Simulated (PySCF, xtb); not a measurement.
Cl4H2Si2, SMILES Cl[SiH2][Si](Cl)(Cl)Cl.

The structure is a stationary point at ωB97X-D3(BJ)/def2-SVP. The values are those of a single conformer.

These are PySCF with C-PCM-PBE0/def2-SVP values and carry that method's errors.

The values are the electrostatic part of the solvation free energy, E(continuum) − E(gas) at the gas-phase geometry, in a cavity of scaled van der Waals radii (PySCF's table); cavitation and dispersion terms are not included. In vacuum the orbital gap is 7.48 eV. The dipole moment in vacuum is 1.43 D.

| solvent | ε | ΔG(elec) (kcal/mol) | dipole (D) | gap (eV) |
|---|---|---|---|---|
| water | 78.36 | -1.7 | 1.99 | 7.56 |
| toluene | 2.37 | -0.9 | 1.72 | 7.52 |
| dimethylsulfoxide | 46.83 | -1.7 | 1.99 | 7.55 |

For comparison, GFN2-xTB/ALPB(water) (xtb, at the GFN2-xTB geometry, all terms of that model) gives -2.3 kcal/mol.
